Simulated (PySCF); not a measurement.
Species: C3H8O3SeSi.
Numbering: `[CH3:1][O:2][C:3](=[O:4])[Si@H:5]([SeH:6])[O:7][CH3:8]` (hydrogens: H9, H10, H11 on C1; H12 on Si5; H13 on Se6; H14, H15, H16 on C8)

Computed with PBE0-D3(BJ)/def2-SVP geometry optimisation, gas phase (PySCF 2.14.0).

(1) Give the optimised bond lengths and angles.

## Answers

(1) 
```
                  bond  length (Å)
                 C1–O2       1.423
                 O2–C3       1.334
                 C3=O4       1.205
                C3–Si5       1.923
               Si5–Se6       2.265
                Si5–O7       1.656
                 O7–C8       1.403
 C1–H9, C1–H10, C1–H11       1.098
               Si5–H12       1.490
               Se6–H13       1.475
C8–H14, C8–H15, C8–H16       1.103
```

Bonds in one row agree within 0.01 Å and their mean is given. A selection of angles:
```
      angle  degrees
   O2–C1–H9    110.6
  O2–C1–H11    106.3
  H9–C1–H10    108.5
  H9–C1–H11    110.4
   C1–O2–C3    116.2
   O2–C3–O4    123.6
  O2–C3–Si5    112.9
  O4–C3–Si5    123.5
 C3–Si5–Se6    105.4
  C3–Si5–O7    103.3
 C3–Si5–H12    114.3
 Se6–Si5–O7    114.0
Se6–Si5–H12    108.6
 O7–Si5–H12    111.2
Si5–Se6–H13     88.2
  Si5–O7–C8    125.4
  O7–C8–H14    111.6
  O7–C8–H15    108.6
 H14–C8–H15    108.2
```

Dihedral angles: C1–O2–C3–O4 1° (synperiplanar); O2–C3–Si5–Se6 -155° (antiperiplanar); C3–Si5–O7–C8 170° (antiperiplanar); H13–Se6–Si5–C3 -29° (synperiplanar).

The 4 C–O bonds span 1.205 Å (C3=O4, drawn double) to 1.423 Å (C1–O2, drawn single), a spread of 0.218 Å. Of the pairs four or more bonds apart, O4···H13 is among the closest relative to their van der Waals radii: 2.51 Å, 92 % of the sum of Bondi's values. Si5 (oxygen-bound silicon) is distorted tetrahedral (angles from 103.3° to 114.3°). O7 (silyl ether oxygen) is bent (angle 125.4°). O2 (oxygen singly bound to a carbonyl carbon) is bent (angle 116.2°).

Point group: C1 (no symmetry element, even within 0.4 Å). Not checked by PBE0-D3(BJ)/def2-SVP frequencies. One conformer, not necessarily the lowest (C1–O2–C3–O4 1°, O2–C3–Si5–Se6 -155°, C3–Si5–Se6–H -29°, C3–Si5–O7–C8 170°).
